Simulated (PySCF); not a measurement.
**Ionisation energy of Sc by level of theory**

Sc [Ar] 3d1 4s2 (2D) → Sc⁺ [Ar] 3d1 4s1 (3D), as a difference of total energies. All numbers are calculated (PySCF 2.14, the spin-free X2C one-electron Hamiltonian (Gaussian nucleus), in aug-cc-pVDZ-DK). Correlated levels: valence: [Ar] frozen. The calculations carry no spin-orbit coupling.

```tsv
method	ionisation energy (eV)
UHF	5.396
B3LYP	6.593
MP2 (valence)	6.056
SCS-MP2 (valence)	6.188
```

Errors of the correlated levels include the incompleteness of this basis and the frozen core.

MP2 underrates the near-degeneracy of ns² with np² in the lower species.

Problem. Which method comes closest to the reference value, and which is furthest?

Solution. The reference is 6.562 eV (measured; NIST levels, between the centres of gravity of the two terms). Closest: B3LYP (error 0.031 eV); furthest: UHF (error -1.166 eV).
